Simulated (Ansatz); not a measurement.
`[CH3][SnH2][GaH2]` + `[OH][SbH2]` → `[GaH2][O][SbH2]` + `[CH3][SnH3]` at 500 K and 1 bar (cleavage of the Ga–Sn bond).

Computed with Ansatz on PBE0-D4/def2-TZVP structures; ΔE is electronic, products minus reactants. CCSD(T)/CBS is the MP2 limit (def2-TZVPP, def2-QZVPP) plus CCSD(T) − MP2 in def2-TZVPP, frozen cores. Elements past krypton have def2 core potentials. For Ga, Sb, Sn outer-core shells are correlated without core-valence functions, which leaves a few kJ/mol of doubt a bond. Scalar relativity is left out up to krypton.

```json
{"species": "`[CH3][SnH2][GaH2]`", "CCSD(T)/CBS energy (Eh)": "-2180.20945", "H − E (kJ/mol)": "213.1", "S (J/(mol·K))": "446.6"}
{"species": "`[OH][SbH2]`", "CCSD(T)/CBS energy (Eh)": "-316.98030", "H − E (kJ/mol)": "96.1", "S (J/(mol·K))": "310.6"}
{"species": "`[GaH2][O][SbH2]`", "CCSD(T)/CBS energy (Eh)": "-2241.53579", "H − E (kJ/mol)": "119.2", "S (J/(mol·K))": "400.4"}
{"species": "`[CH3][SnH3]`", "CCSD(T)/CBS energy (Eh)": "-255.66383", "H − E (kJ/mol)": "180.3", "S (J/(mol·K))": "330.7"}
```

H − E and S are ideal-gas, rigid-rotor, harmonic terms from PBE0-D4/def2-TZVP, for one conformer and one mirror image of each species. 1 Eh = 2625.50 kJ/mol, R = 8.31446 J/(mol·K).

Task: By hand: ΔE, ΔH, ΔS and ΔG.

Result: ΔE = (-2241.53579) + (-255.66383) − (-2180.20945) − (-316.98030) = -0.00987 Eh = -25.9 kJ/mol. Δ(H − E) = 119.2 + 180.3 − 213.1 − 96.1 = -9.7, so ΔH = -35.6 kJ/mol. ΔS = 400.4 + 330.7 − 446.6 − 310.6 = -26.1 J/(mol·K). ΔG = -35.6 − 500 × (-26.1)/1000 = -22.6 kJ/mol.

Task: By hand: the equilibrium constant, and the temperature at which ΔG would vanish if ΔH and ΔS stayed fixed.

Result: log₁₀ K = −ΔG/(RT ln 10) = 2.4. ΔG = 0 at ΔH/ΔS = 1364 K.

TΔS isn't small against ΔH here. A doubt of 5 kJ/mol in ΔE shifts log₁₀ K by 0.5 here. Other conformers and mirror images would add mixing entropy, several J/(mol·K) or more a flexible species. Modes under 60 cm⁻¹, often nearly free rotors, make the harmonic entropy too high. These are equilibria of isolated gas molecules and say nothing of rates. Largest T1 diagnostic: 0.016 (customary marks: 0.02 for closed shells, 0.045 for open ones).
